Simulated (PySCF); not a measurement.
## Predicted spectroscopic data

PySCF calculation with structure optimised with GFN2-xTB and shielding tensors at PBE0/pcSseg-1 (GIAO); isolated molecule, relativity neglected, rapidly exchanging positions averaged, one conformer.

δ = σ(ref) − σ, references computed at the same level: 1H (σ = 31.72 ppm), 13C (σ = 186.93 ppm) against TMS. Where no couplings were computed, multiplicities follow the n + 1 count of equivalent neighbours, and m marks all less simple cases (inequivalent or close neighbours, rings, F or P nearby). Acid and N–H amide carbonyl carbons lie up to 10 ppm further downfield in solution (hydrogen bonding). Shifts are as computed. Against solution values, carbons near 30 ppm lie about +3 ppm off and those near 130 ppm about +5 ppm (rms about the fit 2.1 ppm; single classes can miss by 10 ppm). Of 1328 compounds with measured shifts, 309 miss one by over three times the rms of a fit or turn the order of signals round; such compounds aren't used in these exercises. Signals without a measured value on file couldn't be tested in this way; 1H shifts scatter by 0.2 ppm about their fit, and single ones miss by 0.5 ppm. OH and NH positions are gas-phase values without hydrogen bonding to other molecules.

**1.** `C1/C(=C\C)[C@@H]1O`, C5H8O. 1H NMR (600 MHz, computed): δ 6.60 (q, 1H), 3.90 (m, 1H), 2.01 (d, 3H), 1.28 (m, 1H), 0.79 (m, 1H), -0.52 (br s, 1H). 13C{1H} NMR (computed): δ 133.8, 127.1, 52.7, 20.9, 13.7.

**2.** SMILES [C@H]12[C@H](CO)[C@H]1C2, C5H8O. 1H NMR (600 MHz, computed): δ 3.70 (d, 2H), 1.60 (m, 2H), 1.20 (m, 1H), 0.85 (m, 1H), 0.28 (m, 1H), 0.11 (br s, 1H). 13C{1H} NMR (computed): δ 68.7 (CH2), 47.2 (CH), 27.7 (CH2), 2.6 (CH).

**3.** `CO[C@@H]1[C@@H]2C[C@@H]21`, C5H8O. 1H NMR (600 MHz, computed): δ 4.04 (m, 1H), 3.29 (s, 3H), 2.05 (m, 2H), 1.56 (m, 1H), 1.37 (m, 1H). 13C{1H} NMR (computed): δ 80.7 (CH), 58.2 (CH3), 23.1 (CH2), 12.2 (CH).

**4.** `CNC(=O)[C@H](C)C#N`, C5H8N2O. 1H NMR (600 MHz, computed): δ 5.43 (br, 1H), 3.16 (d, 3H), 3.04 (q, 1H), 1.56 (d, 3H). 13C{1H} NMR (computed): δ 168.3, 125.9, 34.6, 27.2, 21.7.
